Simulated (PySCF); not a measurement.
# Computed records: GeH$_{4}$O$_{2}$Si, CH$_{5}$Ge$_{2}$O, CH$_{6}$Ge$_{2}$O, AlGeH$_{2}$NO and others

All values are calculated (PySCF 2.14.0). Calculation on a computer-drawn molecule: the log of a Hartree-Fock and frozen-core CCSD(T) single point meant for a local Hartree-Fock minimum, with one planted fault or none, to be diagnosed. Offsets are logged minus clean, where the clean run is the same molecule without the fault. The reference is restricted for singlets and unrestricted otherwise, and also for a bond in bohr or an excited solution. Adding or removing an electron swaps singlet and doublet. The excited solution moves the top pair (singlet) or top alpha electron (doublet) to the lowest empty orbital. Highest occupied and lowest empty are orbital energies over both spins, largest force is the largest gradient component, triples share is (T) over the correlation energy, the T1 limit is 0.02 restricted and 0.045 unrestricted, electrons count all cores, a negative frequency is imaginary (commonest isotopes), and the dipole is about the centre of nuclear charge; on germanium a core potential holds 10 electrons, which the energies leave out, and 3d is frozen in MP2 and coupled-cluster steps.

Common to all runs: meant basis and core potential on germanium cc-pVDZ-PP ECP10MDF; logged SCF converged yes; possible faults no fault, one electron removed, one electron added, multiplicity raised by two, geometry at a saddle point, SCF held on an excited solution, minimal basis STO-3G, one bond length entered in bohr, all coordinates scaled.

```json
{"entry": 1, "formula": "GeH4O2Si", "logged_structure": {"atoms_angstrom": [["O", -0.843, -0.7814, 0.399], ["Ge", 0.0457, -1.4475, -0.9086], ["O", 1.702, -1.1772, -0.5787], ["Si", -0.4552, -3.7235, -0.7052], ["H", -0.3841, -0.179, 0.8993], ["H", -0.272, -0.6794, -2.1256], ["H", 2.0434, -0.4023, -0.9025], ["H", -1.7513, -3.5313, -1.3282]]}, "given": {"meant_charge": 0, "meant_multiplicity": 1, "meant_basis": "cc-pV(D+d)Z", "logged_electrons": 66, "logged_basis_functions": 94, "logged_spin_squared": 0.0, "logged_highest_occupied [eV]": -8.7404, "logged_lowest_empty [eV]": 0.098238, "logged_largest_force [hartree/bohr]": 0.049001, "logged_T1_diagnostic": 0.013707, "logged_D1_diagnostic": 0.033305, "logged_triples_share": 0.022236, "logged_CC_converged": "yes", "logged_dipole_magnitude [debye]": 1.9712, "logged_SCF_stable_within_its_kind": "yes", "logged_energy_HF [hartree]": -734.33805, "logged_energy_CCSD(T) [hartree]": -734.93309, "drawn_bonds_atom": [1, 2, 2, 1, 2, 3, 4], "drawn_bonds_other_atom": [2, 3, 4, 5, 6, 7, 8], "drawn_bonds_order": [1, 1, 1, 1, 1, 1, 1]}, "results": {"planted_fault": "all coordinates scaled, by -4.2 %", "HF_energy_offset_from_clean_run [kcal/mol]": 9.84, "CCSD(T)_energy_offset_from_clean_run [kcal/mol]": 15.4}}
{"entry": 2, "formula": "CH5Ge2O", "logged_structure": {"atoms_angstrom": [["O", -1.2002, 0.5713, -0.3197], ["Ge", -1.5488, 2.1349, 0.3173], ["C", -1.291, 2.321, 2.0974], ["Ge", -0.7096, 0.9882, 3.1717], ["H", -1.3113, 0.3955, -1.2468], ["H", -2.0259, 3.1573, -0.6838], ["H", -1.5011, 3.2925, 2.5302], ["H", -0.4, -0.3864, 2.629], ["H", -0.5199, 1.2269, 4.6514]]}, "given": {"meant_charge": 1, "meant_multiplicity": 1, "meant_basis": "cc-pVDZ", "logged_electrons": 82, "logged_basis_functions": 99, "logged_spin_squared": 0.0, "logged_highest_occupied [eV]": -14.321, "logged_lowest_empty [eV]": -4.2894, "logged_largest_force [hartree/bohr]": 6.6235e-06, "logged_lowest_frequency [cm^-1]": 107.78, "logged_T1_diagnostic": 0.017318, "logged_D1_diagnostic": 0.052699, "logged_triples_share": 0.03136, "logged_CC_converged": "yes", "logged_dipole_magnitude [debye]": 1.2053, "logged_SCF_stable_within_its_kind": "yes", "logged_energy_HF [hartree]": -702.12468, "logged_energy_CCSD(T) [hartree]": -702.66867, "drawn_bonds_atom": [1, 2, 3, 1, 2, 3, 4, 4], "drawn_bonds_other_atom": [2, 3, 4, 5, 6, 7, 8, 9], "drawn_bonds_order": [1, 2, 1, 1, 1, 1, 1, 1]}, "results": {"planted_fault": "no fault", "HF_energy_offset_from_clean_run [kcal/mol]": 0.0, "CCSD(T)_energy_offset_from_clean_run [kcal/mol]": 0.0}}
{"entry": 3, "formula": "CH6Ge2O", "logged_structure": {"atoms_angstrom": [["O", 1.9768, -0.2719, 0.2807], ["Ge", 1.0367, -1.3873, 1.2669], ["C", -0.6073, -1.836, 0.8516], ["Ge", -1.6391, -1.2349, -0.6665], ["H", 2.8534, -0.0926, 0.5877], ["H", 1.8678, -1.8465, 2.4541], ["H", -1.0672, -2.5316, 1.5475], ["H", -0.8126, -0.2656, -1.5155], ["H", -2.0656, -2.4245, -1.5421], ["H", -2.9227, -0.5244, -0.2071]]}, "given": {"meant_charge": 0, "meant_multiplicity": 1, "meant_basis": "cc-pVDZ", "logged_electrons": 85, "logged_basis_functions": 104, "logged_spin_squared": 0.768, "logged_highest_occupied [eV]": 0.94064, "logged_lowest_empty [eV]": 8.3099, "logged_largest_force [hartree/bohr]": 0.062555, "logged_T1_diagnostic": 0.014265, "logged_D1_diagnostic": 0.049411, "logged_triples_share": 0.027725, "logged_CC_converged": "yes", "logged_dipole_magnitude [debye]": 0.66304, "logged_SCF_stable_within_its_kind": "yes", "logged_energy_HF [hartree]": -702.86428, "logged_energy_CCSD(T) [hartree]": -703.45262, "drawn_bonds_atom": [1, 2, 3, 1, 2, 3, 4, 4, 4], "drawn_bonds_other_atom": [2, 3, 4, 5, 6, 7, 8, 9, 10], "drawn_bonds_order": [1, 2, 1, 1, 1, 1, 1, 1, 1]}, "results": {"planted_fault": "one electron added", "HF_energy_offset_from_clean_run [kcal/mol]": 39.23, "CCSD(T)_energy_offset_from_clean_run [kcal/mol]": 36.0}, "notes": ["highest electron not bound in this basis"]}
{"entry": 4, "formula": "AlGeH2NO", "logged_structure": {"atoms_angstrom": [["O", 1.5796, -0.6195, 0.05], ["Ge", 0.6095, 0.761, 0.5318], ["N", -0.7107, 0.6661, 1.527], ["Al", -1.9349, -0.0783, 2.5611], ["H", 2.3115, -0.4369, -0.523], ["H", 1.2072, 1.9966, -0.1237]]}, "given": {"meant_charge": 0, "meant_multiplicity": 1, "meant_basis": "cc-pV(D+d)Z", "logged_electrons": 62, "logged_basis_functions": 84, "logged_spin_squared": 0.0, "logged_highest_occupied [eV]": -7.5545, "logged_lowest_empty [eV]": 1.465, "logged_largest_force [hartree/bohr]": 2.7962e-05, "logged_lowest_frequency [cm^-1]": 46.987, "logged_T1_diagnostic": 0.01998, "logged_D1_diagnostic": 0.060391, "logged_triples_share": 0.034128, "logged_CC_converged": "yes", "logged_dipole_magnitude [debye]": 5.391, "logged_SCF_stable_within_its_kind": "yes", "logged_energy_HF [hartree]": -665.76894, "logged_energy_CCSD(T) [hartree]": -666.30239, "drawn_bonds_atom": [1, 2, 3, 1, 2], "drawn_bonds_other_atom": [2, 3, 4, 5, 6], "drawn_bonds_order": [1, 2, 1, 1, 1]}, "results": {"planted_fault": "no fault", "HF_energy_offset_from_clean_run [kcal/mol]": 0.0, "CCSD(T)_energy_offset_from_clean_run [kcal/mol]": 0.0}}
{"entry": 5, "formula": "AlGeH3NO", "logged_structure": {"atoms_angstrom": [["O", -1.2641, -3.1328, 3.017], ["Ge", -1.3078, -2.0391, 1.8112], ["N", 0.1182, -1.2627, 1.7284], ["Al", 1.3012, -0.406, 1.5467], ["H", -0.7051, -2.9186, 3.6326], ["H", -1.5836, -2.804, 0.6635], ["H", 2.4373, 0.4133, 1.4015]]}, "given": {"meant_charge": 0, "meant_multiplicity": 2, "meant_basis": "cc-pV(D+d)Z", "logged_electrons": 63, "logged_basis_functions": 89, "logged_spin_squared": 0.7558, "logged_highest_occupied [eV]": -6.6829, "logged_lowest_empty [eV]": 1.7249, "logged_largest_force [hartree/bohr]": 0.11967, "logged_T1_diagnostic": 0.021134, "logged_D1_diagnostic": 0.076858, "logged_triples_share": 0.027217, "logged_CC_converged": "yes", "logged_dipole_magnitude [debye]": 6.0515, "logged_SCF_stable_within_its_kind": "yes", "logged_energy_HF [hartree]": -666.22353, "logged_energy_CCSD(T) [hartree]": -666.73848, "drawn_bonds_atom": [1, 2, 3, 1, 2, 4], "drawn_bonds_other_atom": [2, 3, 4, 5, 6, 7], "drawn_bonds_order": [1, 1, 2, 1, 1, 1]}, "results": {"planted_fault": "all coordinates scaled, by -9.3 %", "HF_energy_offset_from_clean_run [kcal/mol]": 57.6, "CCSD(T)_energy_offset_from_clean_run [kcal/mol]": 72.7}}
{"entry": 6, "formula": "BGe2H5O", "logged_structure": {"atoms_angstrom": [["O", -0.8584, 3.3149, 2.2987], ["Ge", 0.3816, 3.1627, 3.5989], ["B", 1.6731, 2.2051, 2.2069], ["Ge", 1.6012, 0.1602, 1.7655], ["H", -1.662, 3.7355, 2.5698], ["H", 2.4702, 2.8515, 1.5795], ["H", 1.2859, -0.0534, 0.2785], ["H", 0.5469, -0.6025, 2.5835], ["H", 2.9649, -0.4872, 2.0614]]}, "given": {"meant_charge": 0, "meant_multiplicity": 1, "meant_basis": "cc-pVDZ", "logged_electrons": 82, "logged_basis_functions": 99, "logged_spin_squared": 0.0, "logged_highest_occupied [eV]": -5.3077, "logged_lowest_empty [eV]": -2.1715, "logged_largest_force [hartree/bohr]": 0.038796, "logged_CC_converged": "no", "logged_dipole_magnitude [debye]": 2.1389, "logged_SCF_stable_within_its_kind": "no", "logged_energy_HF [hartree]": -688.94344, "drawn_bonds_atom": [1, 2, 3, 1, 3, 4, 4, 4], "drawn_bonds_other_atom": [2, 3, 4, 5, 6, 7, 8, 9], "drawn_bonds_order": [1, 1, 1, 1, 1, 1, 1, 1]}, "results": {"planted_fault": "SCF held on an excited solution", "HF_energy_offset_from_clean_run [kcal/mol]": 147.1}, "notes": ["CCSD not converged"]}
```
